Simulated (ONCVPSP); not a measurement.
# Au (Z = 79): one change to an ONCV potential, before and after

ONCVPSP 4.0.1 input, shortened (lines: element, Z, core and valence counts, functional; n l f; lmax; l rc ep ncon nbas qcut; lloc lpopt rc5 dvloc0; l nproj debl; icmod fcfact rcfact), PBEsol, scalar-relativistic:

```
  Au 79.00   12    3  -116133      upf
    1    0    2.00
    2    0    2.00
    2    1    6.00
    3    0    2.00
    3    1    6.00
    3    2   10.00
    4    0    2.00
    4    1    6.00
    4    2   10.00
    4    3   14.00
    5    0    2.00
    5    1    6.00
    5    2   10.00
    6    0    0.75
    6    1    0.25
    3
    0    2.00    0.00    4    8    2.80
    1    3.35    0.00    4    7    2.60
    2    1.85    0.00    4    9    9.90
    3    3.40    0.26    4    8    3.00
    4    5    1.75    0.00
    0    2    3.00
    1    2    1.00
    2    2    1.90
    3    1    2.80
    3    2.75    1.60
```

All-electron outer shells of the reference configuration (PBEsol, scalar-relativistic, ld1.x):

| shell | level (eV) | outermost node (bohr) | outermost maximum (bohr) |
| --- | --- | --- | --- |
| 4f | -81.80 | – | 0.37 |
| 5p | -60.43 | 0.52 | 0.96 |
| 5d | -7.50 | 0.56 | 1.21 |
| 6s | -6.26 | 1.11 | 2.29 |
| 6p | -1.04 | 1.32 | 3.51 |

Change: all radii but the core radius scaled by about 1.33 (s 2.66, p 4.44, d 2.46, f 4.52 bohr); local potential polynomial inside 2.32 bohr (lpopt 5, dvloc0 0 Ha).

Cutoffs: the cutoffs (Ha) at which the residual kinetic energy of the hardest occupied pseudo-wave falls to 1 and 0.1 mHa per electron; they do not see the model core or the augmentation charge, which bear on the density cutoff. Errors are all-electron minus pseudo energies relative to the spin-unpolarised reference configuration.

Task: How do hardness, ghosts and transferability respond?

Result: The potential gets harder (23 Ha and 28 Ha → 25 Ha and 31 Ha); the lowest positive-energy flag moves from f at 21.8 eV to s at 80.4 eV; of the 3 tests that both files solve, the error grows in 1 and shrinks in 1 by more than 15 % and 0.3 meV (median size 18.4 → 17.1 meV); neither file shows a bound ghost.

```tsv
quantity	base	changed
cutoff, loose	23 Ha	25 Ha
cutoff, tight	28 Ha	31 Ha
loose cutoff by channel	s 5.5 Ha, p 1.1 Ha, d 23 Ha	s 4.0 Ha, p 0.9 Ha, d 25 Ha
bound ghosts	none	none
GHOST(+) flags under 300 eV	f at 21.8 eV, s at 26.8 eV, p at 42.5 eV	s at 80.4 eV
tests with a reliable result	3 of 4	3 of 4
error for 5d10 6s1 6p0, meV [ΔE -1.29 eV]	+0.1	+0.6
error for 5d10 6s0 6p0, meV [ΔE 8.15 eV]	-18	-20
error for 5d9 6s1 6p1, meV [ΔE 6.27 eV]	-33	-17
rms error of d²Exc/dni dnj with the model core, mHa	0.35	0.47
```
